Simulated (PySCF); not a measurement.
# NMR problem set

PySCF 2.14.0 with density-fitted response routines calculation with NMR shieldings at PBE0/pcSseg-1/GIAO and GFN2-xTB geometry; gas phase, non-relativistic, fast rotation and ring inversion assumed for equivalent nuclei, a single conformation.

References, each an isolated molecule treated in the same way: 1H and 13C against TMS. Where no couplings were computed, multiplicities follow the n + 1 count of equivalent neighbours, and m marks all less simple cases (inequivalent or close neighbours, rings, F or P nearby). Shifts are as computed. Against solution values, carbons near 30 ppm lie about +3 ppm off and those near 130 ppm about +5 ppm. Of 1211 compounds with measured shifts, 218 miss one by over three times the rms of a fit or turn the order of signals round; such compounds aren't used in these exercises.

Task: C$_{9}$H$_{10}$Si. 1H NMR (600 MHz, computed): δ 7.49 (m, 2H), 7.33 (m, 2H), 7.29 (t, 1H), 6.99 (m, 1H), 6.95 (m, 1H), 3.59 (m, 1H), 3.02 (m, 1H), 2.79 (m, 1H). 13C{1H} NMR (computed): δ 152.1 (C), 150.6 (C), 138.0 (CH2), 134.0 (CH), 130.7 (CH), 129.2 (CH), 25.9 (CH). What is it?

Result: `C=C1[SiH2][C@H]1c1ccccc1`. The formula gives 6 degrees of unsaturation (2 rings in the answer). 7 carbon signals for 9 carbons: some carbons are equivalent by symmetry or fast rotation. Carbon types of the structure: 2 × C, 6 × CH, 1 × CH2, leaving 2 H on heteroatoms. δC 152.1: fully substituted alkene carbon; the olefinic region. δC 150.6: substituted aromatic carbon. δC 138.0: terminal =CH2 carbon; the olefinic region. δC 134.0, 130.7, 129.2: aromatic CH; the aromatic region.

The shifts were computed for this structure.

Task: C$_{6}$H$_{10}$O$_{2}$Si. 1H NMR (600 MHz, computed): δ 6.95 (m, 1H), 5.60 (m, 1H), 4.74 (q, 2H), 4.08 (s, 3H), 0.34 (t, 3H). 13C{1H} NMR (computed): δ 173.3 (C), 142.9 (C), 131.8 (CH), 89.6 (CH), 56.2 (CH3), -9.0 (CH3). Identify the compound.

Result: `COc1ccc([SiH2]C)o1`. The formula gives 3 degrees of unsaturation (1 ring in the answer). 6 carbon signals for 6 carbons: no two carbons are equivalent. Carbon types of the structure: 2 × C, 2 × CH, 2 × CH3, leaving 2 H on heteroatoms. δC 173.3: aromatic carbon bearing oxygen; the electronegative substituent deshields the carbon that carries it. δC 142.9: substituted aromatic carbon next to the ring oxygen. δC 131.8, 89.6: aromatic CH. δC 56.2: methyl carbon bonded to O; deshielded by the electronegative neighbour.

This is the structure that produced the data.
